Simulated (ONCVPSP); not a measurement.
## oxygen: excitation energies, all-electron against ONCV

```json
{
 "Element": "O",
 "Generator": "ONCVPSP 4.0.1",
 "Type": "optimised norm-conserving Vanderbilt (ONCV)",
 "Functional": "PBE",
 "Relativity": "scalar-relativistic",
 "Frozen core": "[He]",
 "Valence charge": "6",
 "Reference configuration": "2s2 2p4",
 "Partial waves": "2s: rc 0.70 bohr, ncon 4, nbas 8, qcut 11.4 1/bohr, 2 projectors, debl 0.5 Ha; 2p: rc 1.65 bohr, ncon 4, nbas 7, qcut 9.8 1/bohr, 2 projectors, debl 2.1 Ha",
 "Local potential": "polynomial inside 0.55 bohr (lpopt 3, dvloc0 2 Ha)",
 "Core correction": "none"
}
```

In the s channel the program set the typed energies aside and used -0.881, 0.250 Ha.

Energies are relative to the spin-unpolarised reference configuration 2s2 2p4; without spin polarisation the order of configurations can differ from experiment.

```
valence configuration  charge  ΔE all-electron (eV)  error AE − PS (meV)
              2s2 2p3      +1                16.431                  +29
              2s2 2p1      +3               103.885                 +928
              2s1 2p5       0                14.950                 +5.3
```

What are ΔE and the potential's error for 2s2 2p2?

ΔE = 50.017 eV all-electron; the error (AE − PS) is +237 meV.

Levels in the configuration 2s2 2p2:

| level | all-electron (eV) | pseudo (eV) |
| --- | --- | --- |
| 2s | -58.346 | -58.232 |
| 2p | -43.242 | -42.857 |
